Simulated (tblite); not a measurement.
C6H14O2Si.
Geometry (GFN2-xTB, Å), atoms numbered from 1 in this order:
```
atom  x, y, z in Å
C1    -0.7285    1.0825    0.8313
C2    -1.1378   -0.1200   -0.0219
C3    -2.4190    0.2116   -0.7909
C4    -1.3760   -1.3357    0.8736
C5    -0.0232   -0.4359   -1.0494
C6     1.3213   -0.5416   -0.3825
O7     1.7068   -1.4857    0.2572
O8     2.0715    0.5419   -0.5448
Si9    3.5480    0.6996    0.2020
H10   -1.5573    1.3954    1.4627
H11    0.1121    0.8295    1.4740
H12   -0.4381    1.9213    0.2021
H13   -2.6968   -0.6094   -1.4479
H14   -2.2867    1.1067   -1.3949
H15   -3.2379    0.3854   -0.0966
H16   -0.4494   -1.6515    1.3456
H17   -2.0974   -1.0956    1.6515
H18   -1.7624   -2.1698    0.2921
H19    0.0214    0.3574   -1.7963
H20   -0.2488   -1.3860   -1.5362
H21    3.8583    2.0454   -0.2587
H22    4.4545   -0.3278   -0.2939
H23    3.3608    0.6092    1.6457
```

Computed values, GFN2-xTB/tblite, gas phase, harmonic and unscaled. Against measured fundamentals such values can be off by several per cent, at times by over 20. Modes of hydrogen on silicon can be 10 to 20 % off. One conformer, not necessarily the lowest.

Harmonic wavenumbers (cm⁻¹): 37.9, 54.6, 81.0, 114.2, 131.9, 179.8, 199.5, 237.7, 247.1, 271.8, 300.1, 365.8, 401.2, 423.1, 438.1, 573.2, 602.5, 630.5, 720.3, 748.2, 774.9, 780.6, 797.8, 807.0, 933.7, 941.1, 963.9, 967.9, 971.7, 990.3, 1041.8, 1049.9, 1110.9, 1205.6, 1230.7, 1255.0, 1285.8, 1304.5, 1408.4, 1411.9, 1430.5, 1448.0, 1489.6, 1494.2, 1494.9, 1504.9, 1508.8, 1512.7, 1753.2, 2301.0, 2318.7, 2334.3, 2988.1, 2996.4, 3026.5, 3028.3, 3030.8, 3032.8, 3035.2, 3037.1, 3039.7, 3042.2, 3054.8.

A = 2821, B = 738.5, C = 693.8 MHz; mass 146.076 u (most abundant isotopes); point group C1, symmetry number 1.

Q: Zero-point energy?

A: ½Σν̃ = 40947 cm⁻¹ = 117.07 kcal/mol.

Q: Give the ideal-gas entropy at 298.15 K and 1 bar in the rigid-rotor, harmonic-oscillator model (classical rotation).

A: Translation 40.87, rotation 29.79, vibration 38.72: S = 109.4 cal/(mol K).

Q: And Cp and H(298.15 K) − H(0)?

A: Cp = 46.69 cal/(mol K), of which vibrations give 38.74 (their classical limit is 63 R = 125.2); H(298.15 K) − H(0) = 8.36 kcal/mol without the zero-point energy, 5.99 from vibrations.

Q: What must be added to the electronic energy to get the Gibbs energy at 298.15 K and 1 bar?

A: ZPE + [H(298.15 K) − H(0)] − T·S = 117.07 + 8.36 − 32.61 = 92.82 kcal/mol.

Q: How do the functions run with temperature in this model?

A: 
```json
{"T (K)": "150", "S (cal/(mol K))": "84.2", "Cp (cal/(mol K))": "28.8", "H − H(0) (kcal/mol)": "2.77", "G − H(0) (kcal/mol)": "-9.85", "ln q(vib)": "4.23"}
{"T (K)": "250", "S (cal/(mol K))": "101.7", "Cp (cal/(mol K))": "40.8", "H − H(0) (kcal/mol)": "6.26", "G − H(0) (kcal/mol)": "-19.17", "ln q(vib)": "7.73"}
{"T (K)": "400", "S (cal/(mol K))": "124.8", "Cp (cal/(mol K))": "58.4", "H − H(0) (kcal/mol)": "13.73", "G − H(0) (kcal/mol)": "-36.18", "ln q(vib)": "12.79"}
{"T (K)": "600", "S (cal/(mol K))": "152.2", "Cp (cal/(mol K))": "76.9", "H − H(0) (kcal/mol)": "27.36", "G − H(0) (kcal/mol)": "-63.94", "ln q(vib)": "19.27"}
{"T (K)": "900", "S (cal/(mol K))": "187.1", "Cp (cal/(mol K))": "95.1", "H − H(0) (kcal/mol)": "53.39", "G − H(0) (kcal/mol)": "-114.99", "ln q(vib)": "28.32"}
```

q(vib) and H(0) count from the zero-point level.

Q: Which modes carry the vibrational entropy at 298.15 K?

A: 37.9 cm⁻¹: 5.37; 54.6 cm⁻¹: 4.64; 81.0 cm⁻¹: 3.87; 114.2 cm⁻¹: 3.20; 131.9 cm⁻¹: 2.92; 179.8 cm⁻¹: 2.33 cal/(mol K); the other 57 give 16.40 together.

Hindered rotation and anharmonicity are outside this model. Other conformers, if any are populated, would add a mixing term that is left out. The structure is chiral; the term R ln 2 for an equal mix with its mirror image is left out.
